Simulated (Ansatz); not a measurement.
Mulliken charges of CH3AlFNS, SMILES `F[CH]1[NH][Al]1[SH]` from r2SCAN/def2-TZVPP in Ansatz (PBE0-D4/def2-TZVP geometry).

| atom | x (Å) | y (Å) | z (Å) | charge (e) |
| --- | --- | --- | --- | --- |
| F1 | 0.023 | 1.402 | 1.720 | -0.245 |
| C2 | 0.356 | 1.039 | 0.415 | 0.075 |
| N3 | 1.177 | -0.151 | 0.335 | -0.365 |
| Al4 | -0.347 | -0.562 | -0.380 | 0.441 |
| S5 | -1.466 | -2.187 | -1.271 | -0.203 |
| H6 | 0.750 | 1.943 | -0.053 | 0.057 |
| H7 | 2.131 | -0.146 | 0.665 | 0.119 |
| H8 | -2.532 | -1.395 | -1.489 | 0.121 |

Problem. By hand: the dipole of these point charges (1 e Å = 4.8032 D).

Solution. Σ q r = (-0.274, -0.090, -0.526) e Å, of length 0.600 e Å = 2.88 D.

Problem. How does the dipole of the full density compare? (An estimate is asked.)

Solution. The calculation gave: (-0.056, -0.153, -0.399) e Å, 2.07 D; the point charges give 1.39 times that, at 22° from its direction.

Point charges leave out the atoms' own dipoles, such as those of lone pairs, and Mulliken's split depends on the basis, so the two needn't agree.
